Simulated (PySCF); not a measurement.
**Working out the excitation energy of Al²⁺**

Al²⁺ [Ne] 3s1 (2S) → Al²⁺ [Ne] 3p1 (2P). All numbers are calculated (PySCF 2.14, scalar relativity by spin-free X2C-1e, in x2c-TZVPPall (5s5p3d1f, 42 functions)). Frozen: 1s2. Energies in hartree (1 hartree = 27.21139 eV):

```json
{"part": "UHF", "Al²⁺ (lower)": "-241.459468", "Al²⁺ (upper)": "-241.217412"}
{"part": "MP2 opposite-spin", "Al²⁺ (lower)": "-0.103546", "Al²⁺ (upper)": "-0.101531"}
{"part": "MP2 same-spin", "Al²⁺ (lower)": "-0.041784", "Al²⁺ (upper)": "-0.040023"}
```

Task: What does Hartree-Fock give?

Result: (-241.217412) − (-241.459468) = 0.242056 hartree = 6.587 eV.

Task: What do MP2 and SCS-MP2 (6/5 opposite-spin, 1/3 same-spin) give?

Result: The opposite-spin parts differ by 0.055 eV and the same-spin parts by 0.048 eV. MP2: 6.587 + (0.055) + (0.048) = 6.690 eV. SCS-MP2: 6.587 + 1.2 × (0.055) + (0.048)/3 = 6.669 eV.
